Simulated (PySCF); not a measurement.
Computed IR spectrum (relative IR intensity) of a molecule C₆H₄O. Coordinates come from a PBE-D3(BJ)/def2-SVP optimisation. The values are those of a single conformer. Computed with PBE-D3(BJ)/def2-SVP (PySCF). Harmonic, unscaled wavenumbers; measured fundamentals usually lie a few per cent lower.

```json
[
 {"ν (cm⁻¹)": "511", "relative intensity": "4.1"},
 {"ν (cm⁻¹)": "598", "relative intensity": "45"},
 {"ν (cm⁻¹)": "608", "relative intensity": "13"},
 {"ν (cm⁻¹)": "639", "relative intensity": "3.2"},
 {"ν (cm⁻¹)": "663", "relative intensity": "35"},
 {"ν (cm⁻¹)": "712", "relative intensity": "13"},
 {"ν (cm⁻¹)": "771", "relative intensity": "45"},
 {"ν (cm⁻¹)": "841", "relative intensity": "3.4"},
 {"ν (cm⁻¹)": "867", "relative intensity": "25"},
 {"ν (cm⁻¹)": "962", "relative intensity": "14"},
 {"ν (cm⁻¹)": "1019", "relative intensity": "9.0"},
 {"ν (cm⁻¹)": "1080", "relative intensity": "19"},
 {"ν (cm⁻¹)": "1190", "relative intensity": "22"},
 {"ν (cm⁻¹)": "1202", "relative intensity": "8.8"},
 {"ν (cm⁻¹)": "1260", "relative intensity": "18"},
 {"ν (cm⁻¹)": "1356", "relative intensity": "5.4"},
 {"ν (cm⁻¹)": "1501", "relative intensity": "12"},
 {"ν (cm⁻¹)": "2162", "relative intensity": "13"},
 {"ν (cm⁻¹)": "3409", "relative intensity": "100"}
]
```

Task: Pick the molecule that these values belong to.
A) C#Cc1ccoc1
B) C#CC(C#C)C=O
C) C#Cc1ccco1

Result: A, C#Cc1ccoc1
